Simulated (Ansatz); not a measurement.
Reaction (substitution at a C–F bond): `C=NCF` + `N[SiH3]` → `C=NCN[SiH3]` + H–F

Program: Ansatz. Geometries: PBE0-D4/def2-TZVP. ΔE: electronic, gas phase. CBS: MP2 limit from def2 TZ/QZ plus the TZ coupled-cluster correction, frozen cores. This one scheme is used for every species. DFT in def2-TZVPP. Each species was taken in one conformer, which may not be the lowest.

| level | ΔE (kcal/mol) |
| --- | --- |
| PBE0-D4 | 0.3 |
| B2PLYP | 1.9 |
| CCSD(T)/def2-TZVPP | -0.8 |
| MP2/def2-QZVPP | -3.1 |

(1) What does CCSD(T)/CBS give? (Best estimate.)

Largest T1 diagnostic among the species: 0.012.

Answers

(1) The calculation gave: -1.4 kcal/mol. The listed levels differ from it by 1.7, 3.3, 0.6, -1.7 kcal/mol.

From PBE to PBE0 (25 % exact exchange), in def2-TZVPP and without D4, ΔE moves by −0.7 kcal/mol. The D4 term adds −2.9 kcal/mol with B3LYP and −1.7 kcal/mol with PBE0; it sums over pairs of atoms, weighted by their polarisabilities, and B3LYP, whose exchange is more repulsive, gets the larger term.

B3LYP here is the variant with VWN-RPA as its local correlation; programs differ in this.
